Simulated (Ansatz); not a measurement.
Stepwise reaction of `O[Si](F)(O[SiH3])O[SiH3]` with hydrogen chloride, as a gas-phase model of exchange steps in deposition or etching. ΔE in kJ/mol.

Calculated with Ansatz (gas phase, PBE0-D4/def2-TZVP geometries, no zero-point term in ΔE). CCSD(T)/CBS is the MP2 limit (def2-TZVPP, def2-QZVPP) plus CCSD(T) − MP2 in def2-TZVPP, frozen cores. This one scheme is used for every species. DFT in def2-TZVPP. B3LYP here is the variant with VWN-RPA as its local correlation; programs differ in this. One conformer a species, not always the lowest.

```tsv
step	reaction	PBE-D4	B3LYP-D4	ωB97M-V	CCSD(T)/CBS
1	`O[Si](F)(O[SiH3])O[SiH3]` + HCl → `O[Si](F)(Cl)O[SiH3]` + `O[SiH3]`	24.4	39.5	33.5	37.7
```

Give the row of step 2, `O[Si](F)(Cl)O[SiH3]` + HCl → `O[Si](F)(Cl)Cl` + `O[SiH3]`. (An estimate is asked.)

Ansatz gave: 
```tsv
step	reaction	PBE-D4	B3LYP-D4	ωB97M-V	CCSD(T)/CBS
2	`O[Si](F)(Cl)O[SiH3]` + HCl → `O[Si](F)(Cl)Cl` + `O[SiH3]`	24.0	39.3	33.9	38.1
```

By hand: ΔE of the 2 steps together at CCSD(T)/CBS.

(37.7) + (38.1) = 75.8 kJ/mol, or 37.9 kJ/mol a step.

In ΔE the steps differ by no more than 0.4 kJ/mol. All are uphill at CCSD(T)/CBS. PBE-D4 differs from CCSD(T)/CBS by -14.1 to -13.3 kJ/mol a step. Isolated molecules leave out the surface, adducts and barriers. Largest T1 diagnostic: 0.011.
